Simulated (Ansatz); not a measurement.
`S[SiH]1CC1` + HCl → `Cl[SiH]1CC1` + H₂S at 500 K and 1 bar (ligand exchange at the Si–S bond).

Calculated with Ansatz (gas phase, PBE0-D4/def2-TZVP geometries, no zero-point term in ΔE). CCSD(T)/CBS adds triple-zeta CCSD(T) − MP2 to the extrapolated MP2 energy (def2 sets, frozen cores). This one scheme is used for every species. One conformer a species, not always the lowest.

```
      species  CCSD(T)/CBS energy (Eh)  H − E (kJ/mol)  S (J/(mol·K))
 `S[SiH]1CC1`               -766.55961           229.6          377.4
          HCl               -460.38127            32.5          201.9
`Cl[SiH]1CC1`               -827.98104           203.6          358.6
          H₂S               -398.97279            57.0          224.0
```

H − E and S are ideal-gas, rigid-rotor, harmonic terms from PBE0-D4/def2-TZVP, for one conformer and one mirror image of each species. 1 Eh = 2625.50 kJ/mol, R = 8.31446 J/(mol·K).

**Question.** By hand: ΔE, ΔH, ΔS and ΔG.

**Answer.** ΔE = (-827.98104) + (-398.97279) − (-766.55961) − (-460.38127) = -0.01295 Eh = -34.0 kJ/mol. Δ(H − E) = 203.6 + 57.0 − 229.6 − 32.5 = -1.5, so ΔH = -35.5 kJ/mol. ΔS = 358.6 + 224.0 − 377.4 − 201.9 = 3.3 J/(mol·K). ΔG = -35.5 − 500 × (3.3)/1000 = -37.1 kJ/mol.

**Question.** By hand: the equilibrium constant, and the temperature at which ΔG would vanish if ΔH and ΔS stayed fixed.

**Answer.** log₁₀ K = −ΔG/(RT ln 10) = 3.9. ΔH and −TΔS have one sign here, so there is no such temperature.

The number of gas molecules stays the same, so ΔS is small and ΔH decides. A doubt of 5 kJ/mol in ΔE shifts log₁₀ K by 0.5 here. Other conformers and mirror images would add mixing entropy, several J/(mol·K) or more a flexible species. These are equilibria of isolated gas molecules and say nothing of rates. Largest T1 diagnostic: 0.011 (customary marks: 0.02 for closed shells, 0.045 for open ones).

ΔS is within the doubt of such terms, so its sign, and with it that verdict, could turn.
